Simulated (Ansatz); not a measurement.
Born–Oppenheimer molecular dynamics of CH4O2Si (8 atoms, charge 0, multiplicity 1). It starts from a relaxed structure.

All numbers below come from RKS r2SCAN/STO-3G in Ansatz.

```
ensemble                      : NVE (velocity Verlet)
time step                     : 0.5 fs
steps asked                   : 150
starting velocities drawn for : 300 K
seed                          : 345604
```

Frames 5 fs apart, positions in Å.

Velocities at 0.0 fs (Å/ps):

```
O 2.77 0.30 1.46
C -6.67 1.70 -2.89
Si 0.38 -1.10 0.20
O -0.03 2.20 0.58
H 1.79 -16.00 3.07
H 20.50 -26.86 -4.61
H -0.17 20.87 -29.07
H 3.25 -7.24 27.17
```

```xyz
8
Properties=species:S:1:pos:R:3 time_fs=0.0 energy_less_start_eV=0.000 T=300
O -0.943 1.848 -0.265
C -0.635 0.566 0.227
Si 0.858 -0.354 -0.090
O 0.744 -2.026 0.319
H -0.508 1.861 -1.195
H -1.127 0.488 1.218
H 1.109 -0.372 -1.525
H 0.501 -2.011 1.312
8
Properties=species:S:1:pos:R:3 time_fs=5.0 energy_less_start_eV=0.139 T=122
O -0.930 1.851 -0.257
C -0.662 0.568 0.211
Si 0.860 -0.357 -0.093
O 0.742 -2.017 0.329
H -0.501 1.796 -1.189
H -1.068 0.385 1.232
H 1.097 -0.286 -1.578
H 0.545 -2.033 1.322
8
Properties=species:S:1:pos:R:3 time_fs=10.0 energy_less_start_eV=0.114 T=155
O -0.920 1.855 -0.251
C -0.669 0.543 0.204
Si 0.859 -0.355 -0.100
O 0.741 -2.013 0.332
H -0.514 1.812 -1.191
H -1.111 0.429 1.213
H 1.081 -0.281 -1.483
H 0.588 -2.008 1.367
8
Properties=species:S:1:pos:R:3 time_fs=15.0 energy_less_start_eV=0.139 T=122
O -0.912 1.855 -0.245
C -0.664 0.517 0.205
Si 0.853 -0.348 -0.099
O 0.741 -2.015 0.336
H -0.528 1.893 -1.203
H -1.213 0.527 1.180
H 1.120 -0.345 -1.583
H 0.635 -1.952 1.321
8
Properties=species:S:1:pos:R:3 time_fs=20.0 energy_less_start_eV=0.131 T=133
O -0.905 1.846 -0.241
C -0.669 0.525 0.204
Si 0.850 -0.345 -0.103
O 0.744 -2.016 0.333
H -0.511 1.941 -1.183
H -1.240 0.502 1.148
H 1.122 -0.419 -1.524
H 0.653 -1.928 1.387
8
Properties=species:S:1:pos:R:3 time_fs=25.0 energy_less_start_eV=0.102 T=171
O -0.907 1.840 -0.237
C -0.676 0.553 0.193
Si 0.847 -0.347 -0.105
O 0.748 -2.013 0.342
H -0.440 1.898 -1.153
H -1.206 0.378 1.166
H 1.109 -0.451 -1.513
H 0.658 -1.979 1.326
8
Properties=species:S:1:pos:R:3 time_fs=30.0 energy_less_start_eV=0.165 T=89
O -0.916 1.852 -0.236
C -0.670 0.556 0.186
Si 0.844 -0.352 -0.104
O 0.754 -2.009 0.343
H -0.373 1.843 -1.105
H -1.159 0.339 1.143
H 1.099 -0.437 -1.595
H 0.633 -2.039 1.387
8
Properties=species:S:1:pos:R:3 time_fs=35.0 energy_less_start_eV=0.104 T=167
O -0.928 1.870 -0.239
C -0.652 0.532 0.185
Si 0.843 -0.358 -0.108
O 0.759 -2.010 0.349
H -0.354 1.905 -1.095
H -1.193 0.406 1.162
H 1.061 -0.393 -1.494
H 0.609 -2.036 1.341
8
Properties=species:S:1:pos:R:3 time_fs=40.0 energy_less_start_eV=0.113 T=155
O -0.933 1.875 -0.243
C -0.646 0.525 0.194
Si 0.842 -0.365 -0.105
O 0.765 -2.016 0.347
H -0.388 2.036 -1.103
H -1.209 0.474 1.133
H 1.081 -0.358 -1.576
H 0.573 -1.975 1.358
8
Properties=species:S:1:pos:R:3 time_fs=45.0 energy_less_start_eV=0.085 T=191
O -0.936 1.868 -0.242
C -0.651 0.556 0.193
Si 0.845 -0.370 -0.106
O 0.771 -2.028 0.347
H -0.418 2.061 -1.106
H -1.223 0.462 1.158
H 1.106 -0.344 -1.548
H 0.533 -1.913 1.349
8
Properties=species:S:1:pos:R:3 time_fs=50.0 energy_less_start_eV=0.104 T=166
O -0.943 1.865 -0.236
C -0.655 0.591 0.188
Si 0.848 -0.370 -0.109
O 0.774 -2.039 0.350
H -0.418 1.946 -1.117
H -1.185 0.424 1.134
H 1.140 -0.355 -1.498
H 0.503 -1.935 1.312
8
Properties=species:S:1:pos:R:3 time_fs=55.0 energy_less_start_eV=0.146 T=114
O -0.950 1.879 -0.236
C -0.644 0.586 0.188
Si 0.847 -0.365 -0.107
O 0.775 -2.044 0.349
H -0.451 1.855 -1.131
H -1.176 0.407 1.158
H 1.195 -0.386 -1.582
H 0.450 -2.017 1.355
```

Of the whole run (75 fs, mean temperature of the second half 148 K): The conserved energy stayed within 0.26 meV per atom of its start (net change 0.17 meV per atom), so the integration is sound. The temperature averaged 0.49 of the 300 K drawn at the start: a run that starts near a minimum puts about half its kinetic energy into the potential. A run of 0.075 ps of so small a system gives no equilibrium averages. Limits of this set-up: minimal basis.

Time of the run: 5.2 min on 1 thread of Arm Neoverse V1 (shared host), peak memory 0.1 GiB.
